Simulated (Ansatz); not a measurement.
Cost and result up the ladder for (KCl)4 ring (K4Cl4) (8 atoms). Total charge 0; singlet. Geometry: PBE-D4/def2-SVP.

```xyz
8

Cl   -2.7830    2.4682   -0.8468
Cl    1.8886    1.2007   -3.0012
Cl    2.7747   -2.4743    0.8394
Cl   -1.8825   -1.1925    3.0077
K    -3.1421    0.8469    1.4685
K    -0.6028    2.5398   -2.6770
K     3.1434   -0.8485   -1.4711
K     0.6037   -2.5403    2.6804
```

Ansatz on 4 threads of INTEL XEON PLATINUM 8581C on a shared host. Times are rough, and most runs start from the orbitals of an earlier one. ωB97X-V/def2-TZVP serves as the yardstick here, not as an exact answer. Differences are given only for rows in sets of like size (and for xTB, whose basis is part of the method), since another set adds its own error. Binding counts from free atoms at the same level (Cl doublet, K doublet; other spins of the atoms weren't run), without zero-point energy or a counterpoise term.

Correlated methods freeze 40 core orbitals; core or outer-core shells of K are correlated, in sets that lack core-valence functions. Another isomer (singlet) lies 1.18 eV lower at PBE0-D4/def2-TZVP; other spin states weren't run for this one.

Correlated methods converge slowly with the basis.

```tsv
level	functions	wall time	binding energy per atom (eV)	difference from ωB97X-V/def2-TZVP (eV)
HF/STO-3G	88	0.4 s	2.55	–
PBE-D4/def2-SVP	168	1.4 s	2.74	–
PBE0-D4/def2-SVP	168	2.4 s	2.75	–
PBE-D4/def2-TZVP (with forces)	280	2.8 s	2.70	-0.10
MP2/def2-TZVP	280	4.7 s	2.72	-0.09
r2SCAN-D4/def2-TZVP	280	5.5 s	2.77	-0.03
PBE0-D4/def2-TZVP	280	6 s	2.70	-0.10
CAM-B3LYP-D4/def2-TZVP	280	6 s	2.72	-0.09
BHLYP-D4/def2-TZVP	280	6.5 s	2.66	-0.14
RPA@PBE/def2-TZVP	280	6.5 s	2.40	-0.41
ωB97X-V/def2-TZVP	280	12 s	2.81	0.00
```
